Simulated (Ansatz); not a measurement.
Steps of a relaxation of C2H6InN with RKS PBE-D4/def2-SVP.

```sh
$ ansatz run in.yaml --threads 4 --pin off --events-out ev --progress --plain --max-ram 10444MiB
```

```yaml
crystal:
  periodic: [false, false, false]
  atoms:
    - {symbol: N, position_ang: [-1.263500, 0.399400, -0.177700]}
    - {symbol: C, position_ang: [-0.042700, -0.251100, -0.335800]}
    - {symbol: C, position_ang: [0.368600, -0.832500, 0.983400]}
    - {symbol: In, position_ang: [1.888000, -0.110800, -1.014400]}
    - {symbol: H, position_ang: [-1.619300, 0.721000, -1.164300]}
    - {symbol: H, position_ang: [-1.125100, 1.348000, 0.328300]}
    - {symbol: H, position_ang: [-0.109300, -1.066200, -1.074500]}
    - {symbol: H, position_ang: [0.722100, -0.003200, 1.690900]}
    - {symbol: H, position_ang: [-0.404000, -1.435700, 1.482400]}
    - {symbol: H, position_ang: [1.668100, 1.180000, -0.715300]}
basis:
  gaussian: {orbitals: def2-SVP}
hamiltonian: {xc: pbe, dispersion: d4}
relax: {f_tol: 0.03, max_steps: 200}
```

Positions (Å) and forces (eV/Å) along the path, 13 of 31 steps:

```xyz
10
step=1 energy=-8820.6731 eV
N    -1.264    0.399   -0.178   -2.052    3.914   -2.312
C    -0.043   -0.251   -0.336   -2.917   -1.395    3.782
C     0.369   -0.833    0.983    1.498    2.135   -0.433
In    1.888   -0.111   -1.014    5.720  -10.152   -2.459
H    -1.619    0.721   -1.164    0.558   -0.248    1.582
H    -1.125    1.348    0.328   -0.344   -1.543   -0.381
H    -0.109   -1.066   -1.075   -0.739   -0.636   -0.893
H     0.722   -0.003    1.691   -0.547   -0.587   -0.428
H    -0.404   -1.436    1.482    0.683   -1.385   -0.135
H     1.668    1.180   -0.715   -1.860    9.897    1.676
10
step=2 energy=-8823.7380 eV
N    -1.320    0.470   -0.221    0.562    1.835   -1.534
C    -0.120   -0.284   -0.294   -3.003   -0.727    3.157
C     0.402   -0.796    0.992   -0.067    1.377   -0.936
In    2.018   -0.242   -0.955    3.537   -3.753   -0.454
H    -1.610    0.786   -1.185    0.204    0.001    0.679
H    -1.154    1.351    0.333   -0.431   -0.801   -0.072
H    -0.181   -1.083   -1.080   -0.373    0.051   -0.302
H     0.686    0.021    1.707   -0.488   -0.180   -0.140
H    -0.281   -1.551    1.471    1.392   -0.716   -0.479
H     1.644    1.277   -0.766   -1.333    2.913    0.081
10
step=3 energy=-8825.2718 eV
N    -1.346    0.537   -0.255    2.091   -0.232   -0.301
C    -0.196   -0.309   -0.239   -2.829   -0.182    1.594
C     0.416   -0.756    0.990   -0.877    0.174   -0.706
In    2.168   -0.361   -0.921    1.973   -1.237   -0.061
H    -1.602    0.827   -1.199   -0.060    0.373   -0.380
H    -1.178    1.357    0.347   -0.403   -0.014    0.164
H    -0.213   -1.068   -1.088   -0.363    0.390    0.290
H     0.652    0.041    1.717   -0.430    0.155    0.202
H    -0.176   -1.626    1.446    1.668    0.040   -0.674
H     1.558    1.307   -0.795   -0.770    0.533   -0.128
10
step=4 energy=-8826.1281 eV
N    -1.349    0.610   -0.285    2.502   -1.632    0.707
C    -0.287   -0.341   -0.183   -2.274    0.450   -0.200
C     0.418   -0.709    0.982   -1.257   -1.210   -0.131
In    2.340   -0.448   -0.896    0.467    0.074    0.240
H    -1.577    0.882   -1.226   -0.093    0.524   -0.805
H    -1.194    1.379    0.365   -0.317    0.401    0.134
H    -0.278   -1.064   -1.072   -0.368    0.455    0.779
H     0.566    0.073    1.738   -0.264    0.177    0.327
H    -0.009   -1.719    1.401    1.634    1.043   -0.780
H     1.454    1.284   -0.822   -0.031   -0.283   -0.271
10
step=10 energy=-8827.4414 eV
N    -1.285    0.700   -0.298    0.016    0.139   -0.055
C    -0.653   -0.491   -0.071   -0.065   -0.115   -0.101
C     0.207   -0.797    0.948    0.132   -0.120    0.009
In    2.594   -0.087   -0.449    0.019   -0.024    0.032
H    -1.488    0.922   -1.275   -0.044   -0.054    0.031
H    -0.884    1.507    0.185    0.017    0.075    0.051
H    -0.931   -1.279   -0.794    0.018   -0.039    0.032
H     0.463   -0.055    1.724   -0.024   -0.015    0.020
H     0.498   -1.845    1.127   -0.044    0.133   -0.013
H     1.561    1.375   -1.094   -0.023    0.019   -0.006
10
step=14 energy=-8827.4615 eV
N    -1.237    0.715   -0.326   -0.035   -0.037   -0.071
C    -0.696   -0.512   -0.068   -0.043   -0.070    0.028
C     0.241   -0.815    0.885    0.037   -0.116    0.074
In    2.623   -0.034   -0.379   -0.019    0.026   -0.041
H    -1.641    0.847   -1.253   -0.018    0.031    0.002
H    -0.685    1.521   -0.018    0.042    0.033   -0.012
H    -1.109   -1.331   -0.687    0.029    0.039    0.007
H     0.558   -0.058    1.624    0.015   -0.015   -0.025
H     0.476   -1.868    1.102   -0.026    0.121   -0.014
H     1.554    1.485   -0.877    0.018   -0.011    0.053
10
step=15 energy=-8827.4777 eV
N    -1.205    0.716   -0.354   -0.071    0.133   -0.213
C    -0.718   -0.522   -0.061    0.000   -0.200    0.031
C     0.249   -0.821    0.865    0.066   -0.171    0.102
In    2.610   -0.027   -0.406   -0.072    0.094   -0.063
H    -1.689    0.813   -1.250    0.056    0.051    0.132
H    -0.575    1.505   -0.142   -0.031   -0.108   -0.054
H    -1.190   -1.352   -0.625    0.064    0.117    0.053
H     0.606   -0.049    1.570    0.003   -0.039   -0.033
H     0.469   -1.875    1.103   -0.061    0.183   -0.019
H     1.526    1.560   -0.698    0.046   -0.059    0.064
10
step=18 energy=-8827.5081 eV
N    -1.066    0.711   -0.448   -0.043   -0.010   -0.208
C    -0.714   -0.540   -0.033    0.011   -0.108   -0.055
C     0.242   -0.839    0.909    0.028    0.053    0.100
In    2.384    0.049   -0.760   -0.222    0.161    0.095
H    -1.593    0.774   -1.321   -0.031    0.020    0.066
H    -0.323    1.437   -0.337   -0.024   -0.104    0.112
H    -1.259   -1.373   -0.525    0.075    0.114    0.056
H     0.662   -0.045    1.550   -0.008   -0.069   -0.047
H     0.401   -1.884    1.208   -0.024    0.012   -0.018
H     1.349    1.659   -0.238    0.239   -0.069   -0.101
10
step=19 energy=-8827.5235 eV
N    -1.065    0.703   -0.441   -0.005    0.072   -0.167
C    -0.705   -0.547   -0.038   -0.019   -0.201    0.080
C     0.232   -0.848    0.922   -0.015    0.044    0.034
In    2.346    0.050   -0.758   -0.056    0.068    0.003
H    -1.575    0.778   -1.321   -0.033    0.039    0.025
H    -0.340    1.437   -0.293   -0.033   -0.039    0.023
H    -1.236   -1.377   -0.547    0.065    0.080    0.041
H     0.641   -0.058    1.573    0.003   -0.028   -0.020
H     0.390   -1.894    1.216    0.003    0.023   -0.030
H     1.393    1.704   -0.311    0.089   -0.057    0.011
10
step=20 energy=-8827.5277 eV
N    -1.079    0.695   -0.451    0.122    0.132   -0.087
C    -0.717   -0.551   -0.036    0.096   -0.177    0.080
C     0.225   -0.842    0.922   -0.042    0.030   -0.023
In    2.345    0.051   -0.767   -0.037    0.028   -0.008
H    -1.597    0.769   -1.326   -0.032    0.026    0.000
H    -0.360    1.432   -0.300   -0.089   -0.029    0.018
H    -1.241   -1.385   -0.541    0.016    0.037    0.036
H     0.647   -0.048    1.559   -0.012   -0.012   -0.007
H     0.397   -1.887    1.213   -0.014    0.013   -0.011
H     1.462    1.715   -0.270   -0.008   -0.049    0.003
10
step=21 energy=-8827.5229 eV rejected
N    -1.039    0.676   -0.502   -0.006   -0.042    0.073
C    -0.700   -0.562   -0.026   -0.374    0.372   -0.526
C     0.226   -0.847    0.936    0.139    0.010    0.156
In    2.327    0.067   -0.816   -0.094    0.028    0.013
H    -1.605    0.771   -1.349    0.093   -0.134    0.199
H    -0.393    1.457   -0.295    0.068   -0.058   -0.006
H    -1.259   -1.379   -0.515    0.083   -0.144   -0.010
H     0.652   -0.049    1.562    0.070    0.001    0.020
H     0.392   -1.892    1.223   -0.021   -0.022    0.073
H     1.481    1.708   -0.215    0.042   -0.010    0.007
10
step=23 energy=-8827.5370 eV
N    -1.033    0.680   -0.494    0.078   -0.032    0.073
C    -0.696   -0.561   -0.034   -0.077    0.129   -0.103
C     0.219   -0.843    0.948   -0.001    0.037    0.004
In    2.259    0.071   -0.863   -0.035    0.011   -0.015
H    -1.576    0.770   -1.351   -0.011   -0.053    0.005
H    -0.360    1.440   -0.291    0.024    0.034    0.002
H    -1.225   -1.389   -0.536   -0.003   -0.091   -0.018
H     0.650   -0.045    1.571    0.002    0.000    0.016
H     0.376   -1.887    1.247    0.008   -0.024    0.021
H     1.470    1.714   -0.194    0.015   -0.011    0.015
10
step=31 energy=-8827.5505 eV
N    -0.954    0.661   -0.542    0.014    0.016   -0.005
C    -0.661   -0.577   -0.034   -0.001   -0.004    0.003
C     0.181   -0.838    1.012    0.000   -0.008    0.003
In    2.029    0.132   -1.102    0.001    0.003   -0.001
H    -1.508    0.750   -1.390    0.000    0.003    0.005
H    -0.357    1.456   -0.258   -0.016   -0.021   -0.005
H    -1.144   -1.416   -0.567    0.003    0.008    0.004
H     0.607   -0.032    1.627   -0.002    0.001   -0.002
H     0.340   -1.879    1.324    0.000    0.005   -0.002
H     1.550    1.692   -0.067    0.001   -0.003    0.000
```

Hardware: 4 threads of an AMD EPYC 9R45 on a shared host. Wall time 15 s, peak host memory 0.22 GiB.
